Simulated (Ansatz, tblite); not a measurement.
Forces on the cluster Y3O3⁺ at its r2SCAN-D4/def2-SVP geometry. Charge 1, multiplicity 1.

In the def2 sets Y takes a core potential; there is no spin–orbit coupling. The xTB rows come from tblite. The restricted singlet is unstable towards broken spin symmetry in Hartree–Fock (as tested in another run); at PBE-D4/def2-TZVP this wasn't settled. No other spin state of charge 1 was run. Another isomer (singlet) lies 0.68 eV lower at PBE0-D4/def2-TZVP; other spin states weren't run for this one.

GFN1-xTB (tblite), largest force 1.98 eV/Å:

```xyz
6
positions Å, forces eV/Å
Y    -0.494   -0.697    1.981    0.039    0.055   -0.156
Y     1.369    0.798   -0.022    1.378    0.603    0.945
Y    -1.098   -0.415   -1.064   -1.542   -0.834   -0.289
O     0.507   -1.228    0.231    0.879   -1.774   -0.013
O    -0.732    0.909    0.674   -1.043    1.541    0.675
O     0.449    0.634   -1.801    0.290    0.409   -1.162
```

GFN2-xTB (tblite), largest force 5.50 eV/Å:

```
Y -1.259 -1.776 5.046
Y 1.886 1.107 -0.068
Y -1.496 -0.556 -1.498
O 1.404 -1.521 -1.550
O -0.830 2.331 -0.751
O 0.294 0.415 -1.178
```

PBE-D4/def2-TZVP (Ansatz), largest force 0.28 eV/Å:

```
Y 0.019 0.026 -0.074
Y 0.223 0.144 -0.070
Y -0.148 -0.039 -0.228
O 0.048 -0.233 0.155
O -0.143 0.099 0.224
O 0.001 0.002 -0.007
```
